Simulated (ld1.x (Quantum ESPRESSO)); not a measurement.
# phosphorus (P): variants of one TM potential

Base potential:

```json
{
  "Element": "P (Z = 15)",
  "Generator": "ld1.x (Quantum ESPRESSO) 7.5",
  "Type": "norm-conserving Troullier–Martins (Kleinman–Bylander form)",
  "Functional": "PBE",
  "Relativity": "scalar-relativistic",
  "Frozen core": "[Ne]",
  "Valence charge": "5",
  "Reference configuration": "3s2 3p2 (charge +1)",
  "Partial waves": "3s (bound): rc 1.65 bohr; 3p (bound): rc 2.00 bohr",
  "Local potential": "all-electron potential smoothed inside 1.35 bohr (lloc = -1)",
  "Core correction": "none"
}
```

All-electron outer shells of the reference configuration (PBE, scalar-relativistic, ld1.x):

```
shell  level (eV)  outermost node (bohr)  outermost maximum (bohr)
   3s      -23.29                   0.65                      1.56
   3p      -14.22                   0.64                      1.76
```

Cutoffs, loose and tight: the cutoffs (Ry, on a coarse ladder) from which the occupation-weighted sum of valence levels, in a spherical-Bessel basis at the reference potential, stays within 10 and 1 mRy of its value at 400 Ry. They do not see the model core or the augmentation charge, which bear on the density cutoff. Test errors are all-electron minus pseudo excitation energies from the reference, over the configurations 3s2 3p3; 3s2 3p1; 3s2 3p0; 3s2 3p2.5; 3s1 3p4; 3s1 3p0; 3s2 3p3.3. A dash means not determined; rows that change the core or the reference have their own tests. The largest error is taken over the tests solved by every variant that gives reliable tests at all: 3s2 3p2.5; 3s2 3p3; 3s2 3p3.3.

A true bound ghost makes a file unfit for plane-wave use even where its test errors are small: the radial tests pick states by their node count and pass the ghost by. Where a test does run into it, the solver fails or the error is huge.

```csv
change,outcome,"cutoff, loose","cutoff, tight",bound ghosts,largest test error (meV)
base,generated,21 Ry,50 Ry,none,+4.9
"all radii scaled by about 0.80 (s 1.32, p 1.60 bohr); local potential all-electron potential smoothed inside 1.08 bohr (lloc = -1)",generated,21 Ry,80 Ry,s,-3.5
"all radii scaled by about 0.91 (s 1.50, p 1.82 bohr); local potential all-electron potential smoothed inside 1.24 bohr (lloc = -1)",generated,21 Ry,50 Ry,none,+4.7
"all radii scaled by about 1.04 (s 1.72, p 2.08 bohr); local potential all-electron potential smoothed inside 1.42 bohr (lloc = -1)",generated,18 Ry,45 Ry,none,+5.3
"all radii scaled by about 1.14 (s 1.88, p 2.28 bohr); local potential all-electron potential smoothed inside 1.54 bohr (lloc = -1)",generated,18 Ry,40 Ry,none,+6.0
"all radii scaled by about 1.28 (s 2.10, p 2.56 bohr); local potential all-electron potential smoothed inside 1.72 bohr (lloc = -1)",generated,15 Ry,35 Ry,none,+6.6
"all radii scaled by about 1.38 (s 2.28, p 2.76 bohr); local potential all-electron potential smoothed inside 1.86 bohr (lloc = -1)",generated,12 Ry,30 Ry,none,+7.1
```

Reading the sweep of the scale of all radii (base = 1) (base included, trends over the rows without a ghost): The loose cutoff falls from 21 Ry at 0.91 to 12 Ry at 1.38. A larger radius leaves more room for a smooth pseudo-wave, so fewer plane waves are needed; a smaller one forces it to follow the all-electron wave where it bends sharply. The median size of the test errors (rows with all tests solved) is not monotonic: lowest 4.7 meV at 0.91, highest 9.9 meV at 1.28. Bound ghosts are found at 0.8.
